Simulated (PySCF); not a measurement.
A structure optimised at PBE-D3(BJ)/def2-SVP, used in a PySCF frequency run:

```
C
C 1 1.3285
H 1 1.1005 2 121.82
Cl 2 1.6678 1 136.96 3 180.00
Cl 1 1.7549 3 114.38 2 -180.00
```
Charge 0, spin multiplicity 2.

Task: Write its SMILES, formula and point group.

Result: Cl[C]=CCl, C2HCl2, Cs

Task: What are its rotational constants (standard atomic weights)?

Result: 14.608, 2.1613, 1.8828 GHz
